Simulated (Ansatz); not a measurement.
Reaction (redistribution): `NB(N)S` + `[CH3][In]([OH])[OH]` → `CB(N)N` + `[OH][In]([OH])[SH]`

Program: Ansatz. Geometries: PBE0-D4/def2-TZVP. ΔE: electronic, gas phase. CCSD(T)/CBS is the MP2 limit (def2-TZVPP, def2-QZVPP) plus CCSD(T) − MP2 in def2-TZVPP, frozen cores. DFT in def2-TZVPP. def2 core potentials past Kr. For In outer-core shells are correlated without core-valence functions, which leaves a few kJ/mol of doubt a bond. Each species was taken in one conformer, which may not be the lowest.

`NB(N)S`:

Cartesian coordinates in Å:
```
N 0.819 -0.001 0.927
B -0.130 -0.070 -0.115
N -0.135 0.840 -1.193
S -1.429 -1.380 -0.141
H 1.516 0.721 0.983
H 0.908 -0.703 1.636
H -0.857 0.853 -1.889
H 0.579 1.532 -1.334
H -1.272 -1.791 1.125
```

`[CH3][In]([OH])[OH]`:

Cartesian coordinates in Å:
```
C 0.246 0.551 -1.535
In -0.129 -0.043 0.473
O -1.050 1.073 1.826
O 0.333 -1.754 1.384
H 1.303 0.417 -1.768
H -0.346 -0.064 -2.213
H -0.028 1.597 -1.661
H -1.116 0.612 2.666
H 0.789 -2.389 0.828
```

`CB(N)N`:

Z-matrix (Å, degrees):
```
C
B 1 1.582
H 1 1.093 2 112.5
H 1 1.093 2 112.6 3 121.7
H 1 1.096 2 110.2 3 -119.1
N 2 1.416 1 119.8 3 -151.2
N 2 1.416 1 119.8 3 30.0
H 6 1.004 2 124.4 1 -177.7
H 6 1.003 2 122.1 1 1.4
H 7 1.003 2 122.1 1 -1.4
H 7 1.004 2 124.4 1 177.7
```

`[OH][In]([OH])[SH]`:

```xyz
7

O    -1.100   -0.298    1.698
In   -0.057    0.030    0.051
O     1.187   -1.429   -0.416
S    -0.200    1.953   -1.313
H    -1.704    0.414    1.921
H     1.145   -2.148    0.220
H     0.729    1.479   -2.162
```

| level | ΔE (kcal/mol) |
| --- | --- |
| LDA (SPW92) | -9.5 |
| ωB97X-V | -10.4 |
| CCSD/def2-TZVPP | -10.4 |
| MP2/CBS(def2) | -9.4 |

(1) What does CCSD(T)/CBS give? (Best estimate.)

Largest T1 diagnostic among the species: 0.016.

## Answers

(1) Ansatz gave: -10.2 kcal/mol. The listed levels differ from it by 0.7, -0.2, -0.2, 0.8 kcal/mol.

At CCSD(T), def2-SVP lies −1.2 kcal/mol from the extrapolated value and def2-TZVPP +0.1 kcal/mol. From BLYP to BHLYP (50 % exact exchange), in def2-TZVPP and without D4, ΔE moves by −1.4 kcal/mol.
